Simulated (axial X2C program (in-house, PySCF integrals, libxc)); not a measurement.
**What spin–orbit coupling does to BeF**

Calculated with an in-house relativistic program for diatomic molecules. Spin-free means the one-electron spin-free X2C Hamiltonian; two-component (2c) means X2C with spin–orbit coupling and atomic mean-field two-electron Coulomb and Gaunt terms, so the difference of the two also holds small scalar two-electron terms. Basis: F dyall-av3z [7s6p3d2f], Be dyall-cv3z [8s8p3d1f] (cores contracted in-house); Gaussian nuclei, density fitting, unrestricted open shells. Masses: F 18.998 u, Be 9.012 u.

Spin-free state: M_S = 1/2, Λ = 0 (beyond evenly filled blocks: σα); fragments F + Be.

| level | Re (Å) | ωe (cm⁻¹) | De (eV) | μ (D) |
| --- | --- | --- | --- | --- |
| PBE0 | 1.363 | 1258.3 | 6.108 | 1.18 |
| HF | 1.353 | 1306.0 | 4.957 | 1.24 |
| MP2 | 1.375 | 1231.9 | 6.404 | n/a |
| CCSD | 1.368 | 1255.2 | 5.624 | n/a |
| CCSD(T) | 1.372 | 1242.8 | 5.755 | n/a |
| TPSS | 1.374 | 1217.7 | 6.115 | 1.14 |

Correlated methods: 9 electrons correlated (number of frozen shells: F 1 s; Be 1 s), 175 virtual spin orbitals or spinors in MP2, 89 natural virtuals in coupled cluster.

Dipoles are positive if Be is the positive end.

Two-component determinant lowest at the distance of the search:

Ω = 1/2 (⟨Sz⟩ = 0.50, ⟨Lz⟩ = 0.00 at HF); fragments F + Be.

| level | Re (Å) | ωe (cm⁻¹) | De (eV) | μ (D) |
| --- | --- | --- | --- | --- |
| PBE0 | 1.363 | 1258.2 | 6.107 | 1.18 |
| HF | 1.353 | 1305.9 | 4.945 | 1.24 |
| MP2 | 1.376 | 1231.9 | 6.394 | n/a |
| CCSD | 1.368 | 1255.0 | 5.613 | n/a |
| CCSD(T) | 1.372 | 1242.4 | 5.739 | n/a |
| TPSS | 1.375 | 1217.6 | 6.114 | 1.14 |

**Question.** From the two tables, how do the constants change at the CCSD(T) level (2c against spin-free)?

**Answer.** At the CCSD(T) level Re is unchanged within 0.001 Å and ωe drops by 0.4 cm⁻¹; De changes by -0.016 eV.

The state is one determinant whose occupation by symmetry is held fixed; it was picked as the lowest of a PBE0 search that is not exhaustive. De is counted from the lowest determinant-based energies of the atoms at the same level, without counterpoise correction. Density functionals use the spin component along the axis (collinear). Coupled cluster ran in a truncated set of natural virtual spinors; the MP2 energy of the rest was added. (T) has no such correction and the atoms are truncated less, which lowers De at CCSD(T) by a hundredth of an eV or more. The 2c atoms are single determinants rather than J levels; their spin–orbit lowering is only partly caught, and De is too large by that part. This holds for PBE0, TPSS. The functionals have no current-density term, which raises determinants with orbital currents, atoms included.
